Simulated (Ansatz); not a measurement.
Gas-phase reaction in SMILES: OB(O)F [fluoroboronic acid] + H+ -> OB([OH2+])F
Structures are relaxed separately at B3LYP-D3(BJ)/def2-TZVP in Ansatz (a program for electronic structure), one conformer each, not searched for the lowest. Frequencies are from Ansatz.

Property: proton affinity (0 K, with B3LYP-D3(BJ) harmonic zero-point energies), positive where the reaction releases energy, in kcal/mol. Correlated levels leave the core frozen unless marked. Spin-orbit coupling is left out. Non-relativistic. CBS marks a two-point X^-3 extrapolation of the correlation energy; Hartree-Fock from the larger set.

```csv
level,program,proton affinity (kcal/mol)
HF/6-31G,Ansatz,173.2
HF/cc-pVQZ,Ansatz,171.3
B3LYP-D4/def2-TZVPD,Ansatz + dftd4,166.5
BHLYP-D3(BJ)/def2-TZVPD,Ansatz + dftd3,167.9
HSE06/def2-TZVPD,Ansatz,167.6
LC-wPBE-D3(BJ)/def2-TZVPD,Ansatz + dftd3,168.1
LC-wPBE-D4/def2-TZVPD,Ansatz + dftd4,167.8
```

Q: Estimate the value at CCSD(T)/CBS(cc-pVTZ,cc-pVQZ) as computed with Ansatz.

A: 167.0 kcal/mol
